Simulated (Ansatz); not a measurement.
Start from `F[CH2][GaH][SnH3]` and change one atom or group to get `F[CH2][GaH][F]`.

Ansatz, PBE0-D4/def2-TZVP geometries, multiplicity 1. Each molecule was computed in one conformer, which needn't be the lowest.

Elements past krypton have def2 core potentials. Scalar relativity is left out up to krypton.

```json
{"property": "LUMO energy (ωB97M-V/def2-TZVPP) / eV", "`F[CH2][GaH][SnH3]`": "-0.41"}
{"property": "size of the dipole moment (ωB97M-V/def2-TZVPP) / D", "`F[CH2][GaH][SnH3]`": "1.94"}
{"property": "HOMO–LUMO gap (PBE0/def2-TZVPP) / eV", "`F[CH2][GaH][SnH3]`": "5.20"}
{"property": "HOMO–LUMO gap (ωB97M-V/def2-TZVPP) / eV", "`F[CH2][GaH][SnH3]`": "8.90"}
{"property": "HOMO energy (PBE/def2-TZVPP) / eV", "`F[CH2][GaH][SnH3]`": "-6.21"}
{"property": "size of the dipole moment (B3LYP/def2-TZVPP) / D", "`F[CH2][GaH][SnH3]`": "1.93"}
```

Question: What does the change do to each property? (An estimate is asked.)

Answer: The calculation gave: 
| property | `F[CH2][GaH][F]` | shift |
| --- | --- | --- |
| LUMO energy (ωB97M-V/def2-TZVPP) / eV | 0.26 | 0.67 |
| size of the dipole moment (ωB97M-V/def2-TZVPP) / D | 0.77 | -1.17 |
| HOMO–LUMO gap (PBE0/def2-TZVPP) / eV | 6.87 | 1.67 |
| HOMO–LUMO gap (ωB97M-V/def2-TZVPP) / eV | 10.80 | 1.90 |
| HOMO energy (PBE/def2-TZVPP) / eV | -6.86 | -0.65 |
| size of the dipole moment (B3LYP/def2-TZVPP) / D | 0.81 | -1.12 |

With PBE0 the HOMO falls by 0.99 eV and the LUMO rises by 0.68 eV, so the gap widens by about 1.67 eV. PBE moves the HOMO by -0.65 eV and ωB97M-V by -1.23 eV. The zero-point energy changes by -46.9 kJ/mol with -9 modes. Dipoles are sizes alone; their direction can turn.

B3LYP here is the variant with VWN-RPA as its local correlation; programs differ in this.
